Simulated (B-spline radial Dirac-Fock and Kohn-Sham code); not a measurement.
**K emission of Se⁴⁺**

System: the Se⁴⁺ ion, [Ar] 3d10 4s2.

These are calculated numbers from a radial finite-basis atomic code; the model is a relativistic independent-particle model: LDA orbitals of the hole state, radiative multipoles to third order, Auger rates from the Coulomb interaction with a continuum orbital, Dirac-Fock energies.

```csv
line,multipole,energy (eV),rate (s⁻¹),share (%)
Kα2,E1,11181.6,6.06e+14,30.0
Kα1,E1,11222.6,1.17e+15,58.0
Kβ3,E1,12489.0,8.15e+13,4.04
Kβ1,E1,12494.9,1.59e+14,7.89
```

The listed lines hold 100.0 % of the radiative rate. The radiative width is 1.33 eV in the length form and 1.37 eV in the velocity form; the two differ because the transition energies are not eigenvalue differences of the potential that gave the orbitals. Kα2/Kα1 is 0.517 and Kβ/Kα is 0.136.
